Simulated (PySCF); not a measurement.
```xyz
9

C     -1.6022     0.5069     0.0035
S     -1.2561    -0.8809     1.1029
S      0.6976    -0.6062     1.5811
S      1.8395    -1.5473     0.1598
S      2.1663    -0.2131    -1.3619
H     -2.6778     0.4812    -0.1842
H     -1.3403     1.4495     0.4821
H     -1.0677     0.3972    -0.9382
H      3.2406     0.4128    -0.8451
```

Charge 0, multiplicity 1.

### Question
Give the Mulliken and meta-Löwdin atomic charges from PBE-D3(BJ)/def2-TZVP // PBE0-D3(BJ)/def2-TZVP (PySCF).

### Answer

```json
[
 {"atom": "C1", "Mulliken (e)": "-0.34", "meta-Löwdin (e)": "-0.43"},
 {"atom": "S2", "Mulliken (e)": "-0.03", "meta-Löwdin (e)": "0.05"},
 {"atom": "S3", "Mulliken (e)": "-0.04", "meta-Löwdin (e)": "-0.02"},
 {"atom": "S4", "Mulliken (e)": "-0.03", "meta-Löwdin (e)": "-0.02"},
 {"atom": "S5", "Mulliken (e)": "-0.16", "meta-Löwdin (e)": "-0.11"},
 {"atom": "H6", "Mulliken (e)": "0.14", "meta-Löwdin (e)": "0.14"},
 {"atom": "H7", "Mulliken (e)": "0.14", "meta-Löwdin (e)": "0.14"},
 {"atom": "H8", "Mulliken (e)": "0.15", "meta-Löwdin (e)": "0.14"},
 {"atom": "H9", "Mulliken (e)": "0.16", "meta-Löwdin (e)": "0.10"}
]
```
